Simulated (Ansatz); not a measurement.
`B[S][Zn][CH2]N`. The species carries charge 0 and has multiplicity 1. For Zn the d shell is correlated and the shells below it are frozen. Scalar relativity is left out up to krypton.

Cartesian coordinates in Å:
```
B -2.4623 1.1638 0.1292
S -2.2370 0.7628 -1.5827
Zn -0.1721 0.1642 -1.0936
C 1.6064 -0.4109 -0.4513
N 1.6563 -1.1427 0.8130
H -3.5168 1.5844 0.5009
H -1.5779 1.0237 0.9382
H 2.0715 -1.0234 -1.2275
H 2.2388 0.4763 -0.3653
H 1.2699 -0.5974 1.5722
H 1.1234 -2.0009 0.7669
```

Question: Give the diagnostics of a CCSD(T)/def2-TZVPP run (frozen core, Ansatz). (An estimate is asked.)

Answer: Ansatz gave: T1 = 0.0156, largest single amplitude 0.039, largest double 0.044, (T) share of the correlation energy 3.8 %, 12 CCSD cycles. The RHF solution is stable towards an unrestricted one. T1 lies under the customary mark of 0.02 for closed shells.
